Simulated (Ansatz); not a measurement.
Calculated with Ansatz (gas phase, PBE0-D4/def2-TZVP geometries, no zero-point term in ΔE). CBS: MP2 limit from def2 TZ/QZ plus the TZ coupled-cluster correction, frozen cores. Functionals use def2-TZVPP. B3LYP here is the variant with VWN-RPA as its local correlation; programs differ in this. Each species was taken in one conformer, which may not be the lowest.

`BB(C)BCl` + trisilane → `B[SiH2][SiH3]` + `CB([SiH3])BCl`  (redistribution)

**Question.** Is it downhill or uphill in electronic energy at CCSD(T)/CBS, and by how much? (Best estimate.)

**Answer.** The calculation gave: Uphill: ΔE = +33.7 kJ/mol.

**Question.** What do these levels give: PBE-D4, r2SCAN-D4, ωB97X-V, ωB97M-V, r2SCAN, B3LYP, MP2/def2-TZVPP, SCS-MP2/def2-TZVPP, CCSD(T)/def2-TZVPP, HF/def2-QZVPP, SCS-MP2/def2-QZVPP, CCSD/CBS(def2)? (Best estimate.)

**Answer.** Computed: PBE-D4 38.5, r2SCAN-D4 38.5, ωB97X-V 36.6, ωB97M-V 35.2, r2SCAN 38.6, B3LYP 37.5, MP2/def2-TZVPP 33.1, SCS-MP2/def2-TZVPP 32.2, CCSD(T)/def2-TZVPP 32.3, HF/def2-QZVPP 34.6, SCS-MP2/def2-QZVPP 33.2, CCSD/CBS(def2) 34.1 kJ/mol.

Largest T1 diagnostic among the species: 0.014.
